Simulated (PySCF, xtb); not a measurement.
Si(H)(F)2(Et) (C₂H₆F₂Si), SMILES CC[SiH](F)F. The values are those of a single conformer.

Harmonic wavenumbers (cm⁻¹) from GFN2-xTB in xtb at its own minimum, in rising order: 43, 150, 153, 236, 244, 374, 614, 626, 714, 734, 850, 869, 990, 1025, 1067, 1237, 1300, 1419, 1479, 1504, 1506, 2435, 2972, 2989, 3022, 3036, 3042.

Question: What does PySCF with r2SCAN-D4/def2-SVP give at its own minimum? (Estimate from the structure and the level; the computed values follow.)

Answer: 57, 143, 167, 269, 304, 442, 640, 674, 818, 829, 895, 924, 977, 994, 1045, 1243, 1261, 1386, 1418, 1476, 1479, 2279, 3028, 3037, 3081, 3133, 3136. Paired by order, the mean absolute difference is 49 cm⁻¹ and the zero-point energies are 49.5 and 50.2 kcal/mol.
